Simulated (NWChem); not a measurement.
System: C$_{3}$H$_{3}$ClF$_{2}$; SMILES F[C@@H]1[C@H](F)[C@H]1Cl

Computed with NWChem. Structure relaxed at the B3LYP/6-31G* (spherical d) level. Total energies of different functionals are on different scales.

```tsv
level	energy (Ha)	highest occupied level (eV)	orbital gap (eV)	dipole (D)
PBE/def2-TZVP	-775.5749	-6.86	5.46	1.15
B3LYP/def2-TZVP	-776.1104	-8.08	7.54	1.32
PW6B95/def2-TZVP	-776.8103	-8.43	8.19	1.35
BLYP/def2-TZVP	-776.0267	[?]	5.50	1.21
LDA (Slater exchange, VWN5)/def2-TZVP	-772.3007	-7.03	5.37	1.22
CAM-B3LYP/def2-TZVP	-776.0023	-9.74	10.62	1.38
```

Task: Complete the blanks.

Result: 
- BLYP/def2-TZVP, highest occupied level (eV): -6.76
